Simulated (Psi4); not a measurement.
BiF2, charge +1, singlet, at a GFN2-xTB geometry (such geometries of metal compounds can be far from the true shape) (core potentials on Bi). Base run: HF/def2-SVP run with Psi4.

Psi4 was given this input:
```
memory 2 GB

molecule {
1 1
Bi    0.21401065    0.09550529    0.08737795
F    -1.10376564    0.60339354   -1.25736162
F    -0.86988811   -1.48416454    0.45154277
}

set {
  basis def2-svp
}

energy('scf')
print_variables()
```

Each row names what was changed in the base input (with any setting that the change needs).

| change | basis functions | E (Eh) |
|---|---|---|
| base | 54 | -411.97896 |
| basis = def2-SV(P) | 54 | -411.97896 |
| basis = def2-SVPD | 78 | -412.00498 |
| basis = def2-TZVP | 112 | -412.26144 |
| basis = def2-TZVPP | 112 | -412.26144 |
| basis = def2-TZVPD | 136 | -412.26412 |
| basis = def2-QZVPP | 196 | -412.27712 |
| basis = def2-QZVP | 196 | -412.27712 |

Totals compare only among sets that treat the same electrons; sets with core potentials leave the core out.
